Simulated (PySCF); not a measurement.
Excitations are Tamm–Dancoff values on a coarser integration grid. The basis has no diffuse functions, so Rydberg states are missing or too high.

Cartesian coordinates (Å):
SMILES: OC[SiH2]O
```xyz
10

O     -1.4548     1.0815    -0.4883
C     -1.0873    -0.1266     0.1938
Si     0.6804    -0.6211    -0.2335
O      1.6435     0.7184    -0.0355
H     -0.7355     1.7162    -0.3880
H     -1.2182    -0.0197     1.2802
H     -1.7943    -0.8945    -0.1295
H      0.7870    -0.9902    -1.6590
H      1.1377    -1.7370     0.6356
H      2.0415     0.8730     0.8241
```
Charge 0, multiplicity 1.

Problem. What HOMO–LUMO gap, T1 excitation (TDA), S1–T1 gap (TDA), S1 excitation (TDA) and S1 oscillator strength does PBE-D3(BJ)/def2-TZVP // B3LYP-D3(BJ)/def2-TZVP run with PySCF give?

Solution. 
```
Item                      Value
----------------------  -------
HOMO–LUMO gap           5.03 eV
T1 excitation (TDA)     4.90 eV
S1–T1 gap (TDA)         0.25 eV
S1 excitation (TDA)     5.15 eV
S1 oscillator strength    0.007
```
